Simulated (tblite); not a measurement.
HOZn, doublet, at a GFN2-xTB geometry (such geometries of metal compounds can be far from the true shape) (the spin is typed, not shown lowest); GFN1-xTB (tblite).

Input for tblite:
```
$ tblite run mol.xyz --method gfn1 --charge 0 --spin 1 --efield 0,0,0.1 --json tblite.json --no-restart

# file mol.xyz
3

Zn    -0.28958372    -0.17587211    -0.27250456
O      0.94444494     0.48302783     0.89466334
H      1.13195202     1.41194083     1.01783020
```

Problem. What does tblite print? Leave out banner, timings and long lists.

Solution. 
```
xTB calculator
 | screened Coulomb repulsion
 | Coulomb electrostatics
 |  * isotropic Klopman-Ohno-Mataga-Nishimoto electrostatics
 |  * onsite third-order electrostatics
 | DFT-D3(BJ) dispersion correction
 | Interactions (1)
 | [1] electric field

halogen bonding energy    0.0000000000000E+00 Eh
repulsion energy          2.2290056576262E-02 Eh
dispersion energy        -3.5619940491918E-04 Eh
interaction energy        0.0000000000000E+00 Eh
number of electrons       9.0000000000000E+00 e
integral cutoff           3.9672993110968E+01 bohr

------------------------------------------------------------
  cycle        total energy    energy error   density error
------------------------------------------------------------
      1     -5.826999802125  -5.8489337E+00   5.2006460E-01
      2     -5.979162596370  -1.5216279E-01   1.9294689E-01
      3     -5.978580221586   5.8237478E-04   7.5399926E-02
      4     -5.972559176780   6.0210448E-03   1.0437979E-01
      5     -5.986123455366  -1.3564279E-02   1.2064894E-02
      6     -5.986181355107  -5.7899741E-05   9.0053730E-03
      7     -5.986329791214  -1.4843611E-04   1.0923230E-03
      8     -5.986331872702  -2.0814872E-06   1.3594034E-04
      9     -5.986331875671  -2.9696468E-09   6.3137202E-05
     10     -5.986331882038  -6.3670882E-09   2.2627866E-05
     11     -5.986331882958  -9.1935348E-10   9.2318873E-08
------------------------------------------------------------

electronic energy        -6.0082657401289E+00 Eh
total energy             -5.9863318829576E+00 Eh

Post processing:
 | Mayer-Wiberg bond orders

[Info] JSON dump of results written to 'tblite.json'
```
